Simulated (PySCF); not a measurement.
# Finite-field polarisability of Pb (lead, neutral)

[Xe] 4f14 5d10 6s2 6p2, high-spin 3P determinant. All numbers are calculated (PySCF 2.14, scalar relativity through the core potential, in aug-cc-pwCVTZ-PP with ECP60MDF (8s7p6d4f1g, 96 functions)). Frozen: 5s2 5p6 5d10. Energy changes in a uniform field (μhartree):

| axis | F (au) | HF | MP2 | CCSD | CCSD(T) |
| --- | --- | --- | --- | --- | --- |
| x | 0.0021 | -103.733 | -104.101 | -104.207 | -104.412 |
| x | 0.0042 | -415.162 | -416.630 | -417.053 | -417.873 |
| y | 0.0017 | -102.164 | -101.793 | -101.923 | -102.072 |
| y | 0.0034 | -409.367 | -407.854 | -408.375 | -408.971 |
| z | 0.0017 | -102.164 | -101.793 | -101.923 | -102.072 |
| z | 0.0034 | -409.367 | -407.854 | -408.375 | -408.971 |

(1) Derive α along x at CCSD(T) from the two fields.

(2) And the mean polarisability at each level?

CCSD(T) lies more than 5 % above the reference; correlation of the frozen inner shells, absent here, would lower it, and spin-orbit coupling is absent too.

Spin-orbit coupling is strong in this species (close to jj coupling), so the high-spin LS determinant is a model state, not a physical level.

Answers

(1) With ΔE = −αF²/2 − γF⁴/24, α = −(16 ΔE(F) − ΔE(2F))/(6F²) = 47.34 bohr³.

(2) HF 62.79, MP2 62.67, CCSD 62.75, CCSD(T) 62.85 bohr³. Reference: 47 ± 3 bohr³ (recommended; Schwerdtfeger and Nagle, table of static dipole polarizabilities (2023 update)).
